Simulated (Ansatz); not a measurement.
`C=C[SiH](O)S[SiH2]O`, charge 0, multiplicity 1.

Q: Give a relaxed structure at PBE0-D4/def2-TZVP (Ansatz 0.2.0). (Estimate.)

A: Computed: 
```xyz
15

C    -2.6915   -1.1703    0.8987
C    -1.4435   -1.6269    0.9197
Si    0.0510   -0.6134    0.5336
O     0.9864   -1.4642   -0.5097
S    -0.5961    1.2602   -0.3146
Si    1.3565    2.0299   -0.6288
O     2.2524    1.0416   -1.6132
H    -2.9235   -0.1443    0.6271
H    -3.5394   -1.8012    1.1494
H    -1.2759   -2.6670    1.1972
H     0.8356   -0.2811    1.7525
H     1.7252   -0.9749   -0.8888
H     2.1384    2.0765    0.6253
H     1.1766    3.3740   -1.2284
H     1.9479    0.9611   -2.5203
```
This is one stationary point; other conformers may exist.
